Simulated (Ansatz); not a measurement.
Ansatz results at the PBE0-D4/def2-TZVP geometry: HOMO energy (B3LYP/def2-TZVPP) -7.00 eV; LUMO energy (ωB97M-V/def2-TZVPP) 0.00 eV; HOMO energy (PBE0/def2-TZVPP) -7.19 eV.

Each molecule was computed in one conformer, which needn't be the lowest.

Q: Which molecule gave them?
A. `[AlH2][BH]C[SeH]`
B. `C[Se][BH][AlH2]`
C. `CC(=N)C[SeH]`
D. `N#COCO`

A: B. The others give `N#COCO`: -8.34, 1.76, -8.58; `CC(=N)C[SeH]`: -6.48, 1.51, -6.71; `[AlH2][BH]C[SeH]`: -6.56, -0.04, -6.74.

B3LYP here is the variant with VWN-RPA as its local correlation; programs differ in this.
